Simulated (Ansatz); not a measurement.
CH3GeO (SMILES O=[C+][GeH3]) (charge +1), singlet: a trajectory.

Input (in.yaml):

```yaml
crystal:
  periodic: [false, false, false]
  atoms:
    - {symbol: O, position_ang: [0.287650, -2.234660, 0.706190]}
    - {symbol: C, position_ang: [0.150070, -1.188910, 0.372230]}
    - {symbol: Ge, position_ang: [-0.090470, 0.704950, -0.222270]}
    - {symbol: H, position_ang: [-1.385010, 0.541950, -0.946190]}
    - {symbol: H, position_ang: [1.154710, 0.830370, -1.034160]}
    - {symbol: H, position_ang: [-0.116960, 1.346310, 1.124190]}
basis:
  gaussian: {orbitals: def2-SVPD}
total_charge: 1
hamiltonian: {xc: lda}
md: {n_steps: 40, timestep: 0.25, temperature: 100, ensemble: nvt_nose_hoover, seed: 109, initial_velocities: maxwell_boltzmann}
```

Command:

```bash
ansatz run in.yaml --threads 2 --pin off --events-out ev --progress --plain --max-ram 3481MiB
```

Output of Ansatz 0.2.0:

```
Functional definition: SPW92
  name "SPW92"
  cite "Dirac, Proc. Camb. Phil. Soc. 26, 376 (1930) doi:10.1017/S0305004100016108"
  cite "Slater, Phys. Rev. 81, 385 (1951) doi:10.1103/PhysRev.81.385"
  cite "Perdew & Wang, Phys. Rev. B 45, 13244 (1992) doi:10.1103/PhysRevB.45.13244"
  exchange = slater_x
  correlation = pw_c
955 factors; their error is unknown
mean field evaluation 1: about -59512.1146 eV, gradient 7.4e1 eV
mean field evaluation 2: about -59451.9256 eV, gradient 1.7e2 eV
mean field evaluation 4: about -59520.9235 eV, gradient 2.1e1 eV
mean field evaluation 8: about -59521.9872 eV, gradient 8.5e-2 eV
mean field evaluation 16: about -59521.9514 eV, gradient 6.9e-5 eV
mean field -59521.95135822 eV, -2187.3913669871 hartree, gradient 6.9e-5 eV, S^2 0.000000; 0 other end points of the search recorded, 0 dependent functions left out
the calculation of the forces begins
reference -59521.95140108 eV, -2187.3913685619 hartree; 24, 24 occupied and 81, 81 virtual orbitals, 955 factors
md step     0: t =     0.00 fs  T =   100.0 K  F+E_penalty+E_count = -59521.95135822 eV  E_kin = 0.051704 eV  conserved = -59521.89965423 eV  (27 SCF iters)
md step     1: t =     0.25 fs  T =    99.2 K  F+E_penalty+E_count = -59521.95092196 eV  E_kin = 0.051270 eV  conserved = -59521.89965189 eV  (31 SCF iters)
md step     2: t =     0.50 fs  T =   100.2 K  F+E_penalty+E_count = -59521.95146916 eV  E_kin = 0.051817 eV  conserved = -59521.89965240 eV  (30 SCF iters)
md step     3: t =     0.75 fs  T =   103.2 K  F+E_penalty+E_count = -59521.95298942 eV  E_kin = 0.053334 eV  conserved = -59521.89965582 eV  (30 SCF iters)
md step     4: t =     1.00 fs  T =   107.9 K  F+E_penalty+E_count = -59521.95542557 eV  E_kin = 0.055763 eV  conserved = -59521.89966207 eV  (30 SCF iters)
md step     5: t =     1.25 fs  T =   114.1 K  F+E_penalty+E_count = -59521.95867519 eV  E_kin = 0.059004 eV  conserved = -59521.89967087 eV  (30 SCF iters)
md step     6: t =     1.50 fs  T =   121.7 K  F+E_penalty+E_count = -59521.96259462 eV  E_kin = 0.062913 eV  conserved = -59521.89968179 eV  (30 SCF iters)
md step     7: t =     1.75 fs  T =   130.2 K  F+E_penalty+E_count = -59521.96700536 eV  E_kin = 0.067310 eV  conserved = -59521.89969443 eV  (30 SCF iters)
md step     8: t =     2.00 fs  T =   139.2 K  F+E_penalty+E_count = -59521.97170190 eV  E_kin = 0.071992 eV  conserved = -59521.89970811 eV  (30 SCF iters)
md step     9: t =     2.25 fs  T =   148.4 K  F+E_penalty+E_count = -59521.97646185 eV  E_kin = 0.076737 eV  conserved = -59521.89972218 eV  (31 SCF iters)
md step    10: t =     2.50 fs  T =   157.3 K  F+E_penalty+E_count = -59521.98105650 eV  E_kin = 0.081317 eV  conserved = -59521.89973590 eV  (30 SCF iters)
md step    11: t =     2.75 fs  T =   165.4 K  F+E_penalty+E_count = -59521.98526213 eV  E_kin = 0.085507 eV  conserved = -59521.89974864 eV  (30 SCF iters)
md step    12: t =     3.00 fs  T =   172.3 K  F+E_penalty+E_count = -59521.98887069 eV  E_kin = 0.089101 eV  conserved = -59521.89975971 eV  (30 SCF iters)
md step    13: t =     3.25 fs  T =   177.8 K  F+E_penalty+E_count = -59521.99169992 eV  E_kin = 0.091918 eV  conserved = -59521.89976856 eV  (30 SCF iters)
md step    14: t =     3.50 fs  T =   181.4 K  F+E_penalty+E_count = -59521.99360189 eV  E_kin = 0.093808 eV  conserved = -59521.89977490 eV  (30 SCF iters)
md step    15: t =     3.75 fs  T =   183.1 K  F+E_penalty+E_count = -59521.99446934 eV  E_kin = 0.094666 eV  conserved = -59521.89977837 eV  (31 SCF iters)
md step    16: t =     4.00 fs  T =   182.6 K  F+E_penalty+E_count = -59521.99424039 eV  E_kin = 0.094430 eV  conserved = -59521.89977886 eV  (31 SCF iters)
md step    17: t =     4.25 fs  T =   180.0 K  F+E_penalty+E_count = -59521.99290056 eV  E_kin = 0.093084 eV  conserved = -59521.89977636 eV  (28 SCF iters)
md step    18: t =     4.50 fs  T =   175.4 K  F+E_penalty+E_count = -59521.99048276 eV  E_kin = 0.090663 eV  conserved = -59521.89977108 eV  (31 SCF iters)
md step    19: t =     4.75 fs  T =   168.7 K  F+E_penalty+E_count = -59521.98706481 eV  E_kin = 0.087244 eV  conserved = -59521.89976327 eV  (31 SCF iters)
md step    20: t =     5.00 fs  T =   160.4 K  F+E_penalty+E_count = -59521.98276534 eV  E_kin = 0.082944 eV  conserved = -59521.89975330 eV  (31 SCF iters)
md step    21: t =     5.25 fs  T =   150.7 K  F+E_penalty+E_count = -59521.97773803 eV  E_kin = 0.077919 eV  conserved = -59521.89974163 eV  (31 SCF iters)
md step    22: t =     5.50 fs  T =   139.9 K  F+E_penalty+E_count = -59521.97216445 eV  E_kin = 0.072349 eV  conserved = -59521.89972872 eV  (31 SCF iters)
md step    23: t =     5.75 fs  T =   128.5 K  F+E_penalty+E_count = -59521.96624624 eV  E_kin = 0.066435 eV  conserved = -59521.89971502 eV  (31 SCF iters)
md step    24: t =     6.00 fs  T =   116.8 K  F+E_penalty+E_count = -59521.96019706 eV  E_kin = 0.060391 eV  conserved = -59521.89970126 eV  (31 SCF iters)
md step    25: t =     6.25 fs  T =   105.3 K  F+E_penalty+E_count = -59521.95423380 eV  E_kin = 0.054433 eV  conserved = -59521.89968817 eV  (31 SCF iters)
md step    26: t =     6.50 fs  T =    94.3 K  F+E_penalty+E_count = -59521.94856750 eV  E_kin = 0.048772 eV  conserved = -59521.89967561 eV  (31 SCF iters)
md step    27: t =     6.75 fs  T =    84.3 K  F+E_penalty+E_count = -59521.94339726 eV  E_kin = 0.043607 eV  conserved = -59521.89966434 eV  (31 SCF iters)
md step    28: t =     7.00 fs  T =    75.7 K  F+E_penalty+E_count = -59521.93890168 eV  E_kin = 0.039115 eV  conserved = -59521.89965458 eV  (31 SCF iters)
md step    29: t =     7.25 fs  T =    68.6 K  F+E_penalty+E_count = -59521.93523358 eV  E_kin = 0.035450 eV  conserved = -59521.89964701 eV  (31 SCF iters)
md step    30: t =     7.50 fs  T =    63.3 K  F+E_penalty+E_count = -59521.93251370 eV  E_kin = 0.032731 eV  conserved = -59521.89964166 eV  (31 SCF iters)
md step    31: t =     7.75 fs  T =    60.0 K  F+E_penalty+E_count = -59521.93082740 eV  E_kin = 0.031043 eV  conserved = -59521.89963875 eV  (31 SCF iters)
md step    32: t =     8.00 fs  T =    58.9 K  F+E_penalty+E_count = -59521.93022154 eV  E_kin = 0.030434 eV  conserved = -59521.89963836 eV  (31 SCF iters)
md step    33: t =     8.25 fs  T =    59.8 K  F+E_penalty+E_count = -59521.93070286 eV  E_kin = 0.030910 eV  conserved = -59521.89964051 eV  (31 SCF iters)
md step    34: t =     8.50 fs  T =    62.7 K  F+E_penalty+E_count = -59521.93223770 eV  E_kin = 0.032437 eV  conserved = -59521.89964516 eV  (32 SCF iters)
md step    35: t =     8.75 fs  T =    67.6 K  F+E_penalty+E_count = -59521.93475301 eV  E_kin = 0.034941 eV  conserved = -59521.89965214 eV  (31 SCF iters)
md step    36: t =     9.00 fs  T =    74.1 K  F+E_penalty+E_count = -59521.93813866 eV  E_kin = 0.038314 eV  conserved = -59521.89966125 eV  (31 SCF iters)
md step    37: t =     9.25 fs  T =    82.0 K  F+E_penalty+E_count = -59521.94225082 eV  E_kin = 0.042412 eV  conserved = -59521.89967202 eV  (31 SCF iters)
md step    38: t =     9.50 fs  T =    91.0 K  F+E_penalty+E_count = -59521.94691748 eV  E_kin = 0.047062 eV  conserved = -59521.89968447 eV  (32 SCF iters)
md step    39: t =     9.75 fs  T =   100.7 K  F+E_penalty+E_count = -59521.95194314 eV  E_kin = 0.052069 eV  conserved = -59521.89969792 eV  (31 SCF iters)
md step    40: t =    10.00 fs  T =   110.7 K  F+E_penalty+E_count = -59521.95711678 eV  E_kin = 0.057223 eV  conserved = -59521.89971209 eV  (30 SCF iters)
Total energy: -59521.95715959 eV, -2187.3915801835 hartree
Atom 0 at     0.276494    -2.262021     0.698718 Å, force     0.002330     1.648223    -0.361295 eV/Å
Atom 1 at     0.185357    -1.168662     0.398870 Å, force    -0.196360    -1.914763     0.340573 eV/Å
Atom 2 at    -0.094657     0.707466    -0.224950 Å, force    -0.068133     0.398220     0.193143 eV/Å
Atom 3 at    -1.437077     0.577900    -1.024088 Å, force     0.468524    -0.033585     0.366348 eV/Å
Atom 4 at     1.216899     0.773985    -1.031310 Å, force    -0.118140     0.089906     0.015414 eV/Å
Atom 5 at    -0.068805     1.378452     1.193514 Å, force    -0.088222    -0.188000    -0.554182 eV/Å
Dipole moment:    -0.011402     0.015509    -0.000241 e Å

[the SCF lines of later steps are left out]
```

Hardware: 2 CPU threads of an Intel Xeon, shared host. Wall time about 2.7 min.
